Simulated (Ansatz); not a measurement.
Input (CCSDT(Q)/def2-SVP; Ansatz, a first-principles code):

Ansatz 0.2 input:
```yaml
crystal:
  periodic: [false, false, false]
  atoms:
    - {symbol: Ga, position_ang: [0.51841075, 0.32066813, 0.03204656]}
    - {symbol: C, position_ang: [-0.41923725, 1.49191130, -1.33725483]}
    - {symbol: H, position_ang: [-1.34210944, 1.83884442, -0.87145336]}
    - {symbol: H, position_ang: [-0.65018935, 0.85195726, -2.18939721]}
    - {symbol: H, position_ang: [0.20496469, 2.32942988, -1.63668979]}
    - {symbol: Cl, position_ang: [-0.69223387, -1.40661243, 0.68986036]}
basis:
  gaussian:
    orbitals: def2-SVP
magnetization: {spin_polarized: true, initial_magnetization: 1}
correlation: {method: ccsdt_q, electrons: outside_noble_gas}
```

Output:

```
Functional definition: HF
integrals: 0.14 GiB planned
1379 factors; integrals over basis functions are off by at most 1.7e-7 eV
mean field: 0.57 GiB planned
mean field evaluation 1: about -65903.2681 eV, gradient 1.7e1 eV
mean field evaluation 2: about -65903.2934 eV, gradient 1.7e1 eV
mean field evaluation 4: about -65905.3708 eV, gradient 2.2e0 eV
mean field evaluation 8: about -65905.4513 eV, gradient 1.6e-1 eV
mean field evaluation 16: about -65904.9865 eV, gradient 7.9e0 eV
mean field evaluation 32: about -65902.6701 eV, gradient 9.9e-2 eV
mean field evaluation 64: about -65900.5774 eV, gradient 1.8e0 eV
mean field -65905.45219011 eV, -2421.9806956665 hartree, gradient 3.2e-6 eV, S^2 0.763415; 1 other end points of the search recorded, 0 dependent functions left out
determinant -65905.45219011 eV, -2421.9806956665 hartree, with singles and doubles -65915.18293083 eV, -2422.3382937924 hartree
determinant -65902.67097907 eV, -2421.8784880461 hartree, with singles and doubles -65912.48160720 eV, -2422.2390219798 hartree
20 core orbitals not correlated
reference -65905.45219011 eV, -2421.9806956665 hartree; 9, 8 occupied and 50, 51 virtual orbitals, 1379 factors
second order -8.77204686 eV of doubles, -0.00000000 eV of singles
coupled cluster: 2.74 GiB planned
cycle   1  -9.44075238 eV  change   -6.7e-1 eV  update   8.1e-2
cycle   2  -9.83406279 eV  change   -3.9e-1 eV  update   3.6e-2
cycle   3  -10.03116575 eV  change   -2.0e-1 eV  update   2.2e-2
cycle   4  -10.01575445 eV  change    1.5e-2 eV  update   7.7e-3
cycle   5  -10.00830622 eV  change    7.4e-3 eV  update   4.6e-3
cycle   6  -10.01094099 eV  change   -2.6e-3 eV  update   1.9e-3
cycle   7  -10.01205531 eV  change   -1.1e-3 eV  update   1.1e-3
cycle   8  -10.01197471 eV  change    8.1e-5 eV  update   4.4e-4
cycle   9  -10.01206169 eV  change   -8.7e-5 eV  update   2.4e-4
cycle  10  -10.01196670 eV  change    9.5e-5 eV  update   9.9e-5
cycle  11  -10.01190227 eV  change    6.4e-5 eV  update   4.9e-5
cycle  12  -10.01195703 eV  change   -5.5e-5 eV  update   2.0e-5
cycle  13  -10.01197379 eV  change   -1.7e-5 eV  update   8.5e-6
cycle  14  -10.01198594 eV  change   -1.2e-5 eV  update   4.0e-6
cycle  15  -10.01198884 eV  change   -2.9e-6 eV  update   1.6e-6
cycle  16  -10.01198856 eV  change    2.8e-7 eV  update   8.7e-7
perturbative correction -0.01746124 eV, -0.0006416889 hartree
Total energy: -65915.48163991 eV, -2422.3492711486 hartree
```
